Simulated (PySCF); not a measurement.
## Nonlinear optical response: SMILES O=c1cccc([SiH3])cc1, C7H8OSi

Geometry:
| atom | x (Å) | y (Å) | z (Å) |
| --- | --- | --- | --- |
| O1 | -3.279 | -1.449 | -0.285 |
| C2 | -2.219 | -0.839 | -0.190 |
| C3 | -2.231 | 0.576 | 0.162 |
| C4 | -1.215 | 1.438 | 0.388 |
| C5 | 0.189 | 1.226 | 0.350 |
| C6 | 0.894 | 0.108 | 0.021 |
| Si7 | 2.793 | 0.147 | 0.055 |
| C8 | 0.322 | -1.141 | -0.369 |
| C9 | -0.965 | -1.539 | -0.455 |
| H10 | -3.241 | 0.957 | 0.259 |
| H11 | -1.500 | 2.452 | 0.648 |
| H12 | 0.773 | 2.100 | 0.618 |
| H13 | 3.247 | -0.895 | 0.979 |
| H14 | 3.238 | 1.467 | 0.497 |
| H15 | 3.274 | -0.140 | -1.298 |
| H16 | 1.061 | -1.894 | -0.626 |
| H17 | -1.147 | -2.562 | -0.765 |

Method used: quadratic response B3LYP/def2-SVPD first hyperpolarisability, Taylor convention, gas phase in PySCF. Geometry: GFN2-xTB.

(1) What is the first hyperpolarisability, and how does it disperse?

(2) Which lowest excitations, dipole and polarisabilities go with it?

Answers

(1) In au, Taylor convention; the vector part is βᵢ = ⅓ Σⱼ (βᵢⱼⱼ + βⱼᵢⱼ + βⱼⱼᵢ); β∥ is 3/5 of the vector part along the dipole, the dipole points from − to +:
| process | λ (nm) | β vector norm | β∥ | β HRS | depolarisation ratio |
| --- | --- | --- | --- | --- | --- |
| static β(0;0,0) | ∞ | 256.0 | -145.5 | 102.2 | 5.71 |
| second harmonic β(−2ω;ω,ω) | 1907 | 259.5 | -147.6 | 103.7 | 5.95 |
| Pockels β(−ω;ω,0) | 1907 | 257.2 | -146.2 | – | – |
| second harmonic β(−2ω;ω,ω) | 1064 | 269.1 | -153.5 | 107.8 | 6.64 |
| Pockels β(−ω;ω,0) | 1064 | 259.8 | -147.8 | – | – |

(2) S1 3.28 eV (f = 0.000); S2 3.63 eV (f = 0.000); S3 3.71 eV (f = 0.075); dipole 4.50 D; isotropic α 118.4 au static, 119.0 au at 1907 nm, 120.6 au at 1064 nm, 121.2 au at 953.5 nm, 128.9 au at 532 nm.
